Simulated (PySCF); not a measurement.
Cl$_{3}$NbO, singlet, geometry from GFN2-xTB (such geometries of metal compounds can be far from the true shape) (all electrons, no relativity), with bond 2-1 at 2.0 times its length; HF/3-21G run with PySCF.

Input for PySCF:
```python
from pyscf import gto, scf

mol = gto.M(
    atom='''
Nb    0.24007063   -0.10404666   -0.12692450
O     3.01027593   -1.30465424   -1.59152232
Cl    0.67383078    0.90501679    1.77581036
Cl   -0.80064917    1.36296239   -1.38848845
Cl   -1.21696291   -1.68558407    0.32313055
''',
    basis='3-21g',
    verbose=4,
)

mf = scf.RHF(mol)
mf.DIIS = scf.ADIIS
mf.kernel()
```

Output, abridged:

```
PySCF version 2.14.0

[INPUT] verbose = 4
[INPUT] num. atoms = 5
[INPUT] num. electrons = 100
[INPUT] charge = 0
[INPUT] spin (= nelec alpha-beta = 2S) = 0
[INPUT] symmetry False subgroup None
[INPUT] Mole.unit = angstrom
[INPUT] Symbol           X                Y                Z      unit          X                Y                Z       unit  Magmom
[...]
nuclear repulsion = 732.049005351794
number of shells = 40
number of NR pGTOs = 177
number of NR cGTOs = 84
basis = 3-21g
ecp = {}

******** <class 'pyscf.scf.hf.RHF'> ********
method = RHF
initial guess = minao
damping factor = 0
level_shift factor = 0
DIIS = <class 'pyscf.scf.diis.ADIIS'>
diis_start_cycle = 1
diis_space = 8
diis_damp = 0
SCF conv_tol = 1e-09
SCF conv_tol_grad = None
SCF max_cycles = 50
direct_scf = True
direct_scf_tol = 1e-13
Set gradient conv threshold to 3.16228e-05
Initial guess from minao.
init E= -5175.58882719782
[...]
cycle= 1 E= -5180.74325890872  delta_E= -5.15  |g|= 1.37  |ddm|= 2.55

WARN: HOMO -0.410836666106449 == LUMO -0.410836665891697

cycle= 2 E= -5162.90490811451  delta_E= 17.8  |g|= 4.18  |ddm|= 5.09
[...]
cycle= 3 E= -5174.48090169099  delta_E= -11.6  |g|= 3.14  |ddm|= 3.13
[...]
cycle= 4 E= -5181.61044095054  delta_E= -7.13  |g|= 0.486  |ddm|= 3.22
[...]
cycle= 5 E= -5181.42575162576  delta_E= 0.185  |g|= 0.941  |ddm|= 1.07
[...]
cycle= 6 E= -5181.71520259711  delta_E= -0.289  |g|= 0.213  |ddm|= 0.696
[...]
cycle= 7 E= -5181.71423936124  delta_E= 0.000963  |g|= 0.322  |ddm|= 0.263
[...]
cycle= 8 E= -5181.82734556744  delta_E= -0.113  |g|= 0.195  |ddm|= 0.653
[...]
cycle= 9 E= -5181.90008116254  delta_E= -0.0727  |g|= 0.171  |ddm|= 0.591
[...]
cycle= 10 E= -5181.92167097906  delta_E= -0.0216  |g|= 0.0639  |ddm|= 0.307
[...]
cycle= 11 E= -5181.92640725422  delta_E= -0.00474  |g|= 0.0413  |ddm|= 0.162
[...]
cycle= 12 E= -5181.92750981245  delta_E= -0.0011  |g|= 0.0221  |ddm|= 0.0906
[...]
cycle= 13 E= -5181.92779815661  delta_E= -0.000288  |g|= 0.0161  |ddm|= 0.055
[...]
cycle= 14 E= -5181.9278896468  delta_E= -9.15e-05  |g|= 0.0114  |ddm|= 0.0388
[...]
cycle= 15 E= -5181.92792333057  delta_E= -3.37e-05  |g|= 0.00868  |ddm|= 0.0264
[...]
cycle= 16 E= -5181.92794532043  delta_E= -2.2e-05  |g|= 0.00434  |ddm|= 0.0173
[...]
cycle= 17 E= -5181.92794958622  delta_E= -4.27e-06  |g|= 0.0033  |ddm|= 0.00992
[...]
cycle= 18 E= -5181.92795293852  delta_E= -3.35e-06  |g|= 0.00134  |ddm|= 0.00613
[...]
[...]
[...]
cycle= 24 E= -5181.9279538716  delta_E= -1.76e-08  |g|= 0.000148  |ddm|= 0.000456
[...]
cycle= 25 E= -5181.9279538861  delta_E= -1.45e-08  |g|= 0.000121  |ddm|= 0.000358
[...]
cycle= 26 E= -5181.92795389857  delta_E= -1.25e-08  |g|= 0.000101  |ddm|= 0.000305
[...]
cycle= 27 E= -5181.92795390958  delta_E= -1.1e-08  |g|= 8.67e-05  |ddm|= 0.00026
[...]
cycle= 28 E= -5181.92795391948  delta_E= -9.9e-09  |g|= 7.64e-05  |ddm|= 0.000231
[...]
cycle= 29 E= -5181.92795392845  delta_E= -8.97e-09  |g|= 6.89e-05  |ddm|= 0.000208
[...]
cycle= 30 E= -5181.92795393666  delta_E= -8.21e-09  |g|= 6.34e-05  |ddm|= 0.000192
[...]
cycle= 31 E= -5181.92795394419  delta_E= -7.53e-09  |g|= 5.92e-05  |ddm|= 0.000179
[...]
cycle= 32 E= -5181.9279539511  delta_E= -6.91e-09  |g|= 5.59e-05  |ddm|= 0.000169
[...]
cycle= 33 E= -5181.92795395753  delta_E= -6.43e-09  |g|= 5.31e-05  |ddm|= 0.000161
[...]
cycle= 34 E= -5181.92795396348  delta_E= -5.95e-09  |g|= 5.07e-05  |ddm|= 0.000154
[...]
cycle= 35 E= -5181.92795396892  delta_E= -5.44e-09  |g|= 4.85e-05  |ddm|= 0.000147
[...]
cycle= 36 E= -5181.92795397396  delta_E= -5.04e-09  |g|= 4.65e-05  |ddm|= 0.000141
[...]
cycle= 37 E= -5181.92795397864  delta_E= -4.68e-09  |g|= 4.46e-05  |ddm|= 0.000136
[...]
cycle= 38 E= -5181.92795398298  delta_E= -4.34e-09  |g|= 4.28e-05  |ddm|= 0.00013
[...]
cycle= 39 E= -5181.92795398443  delta_E= -1.45e-09  |g|= 4.22e-05  |ddm|= 4.49e-05
[...]
cycle= 40 E= -5181.92795398769  delta_E= -3.25e-09  |g|= 4.08e-05  |ddm|= 0.000103
[...]
cycle= 41 E= -5181.92795399091  delta_E= -3.23e-09  |g|= 3.94e-05  |ddm|= 0.000105
[...]
cycle= 42 E= -5181.92795399265  delta_E= -1.73e-09  |g|= 3.86e-05  |ddm|= 5.87e-05
[...]
cycle= 43 E= -5181.92795399505  delta_E= -2.4e-09  |g|= 3.76e-05  |ddm|= 8.24e-05
[...]
cycle= 44 E= -5181.92795399692  delta_E= -1.87e-09  |g|= 3.67e-05  |ddm|= 6.66e-05
[...]
cycle= 45 E= -5181.92795399899  delta_E= -2.07e-09  |g|= 3.57e-05  |ddm|= 7.5e-05
[...]
cycle= 46 E= -5181.92795400022  delta_E= -1.23e-09  |g|= 3.51e-05  |ddm|= 4.49e-05
[...]
cycle= 47 E= -5181.92795400194  delta_E= -1.72e-09  |g|= 3.42e-05  |ddm|= 6.65e-05
[...]
cycle= 48 E= -5181.92795400339  delta_E= -1.45e-09  |g|= 3.35e-05  |ddm|= 5.47e-05
[...]
cycle= 49 E= -5181.92795400496  delta_E= -1.57e-09  |g|= 3.27e-05  |ddm|= 6.23e-05
[...]
cycle= 50 E= -5181.92795400622  delta_E= -1.26e-09  |g|= 3.2e-05  |ddm|= 5.17e-05
SCF not converged.
SCF energy = -5181.92795400622
```

The run did not converge; its last values are not results.
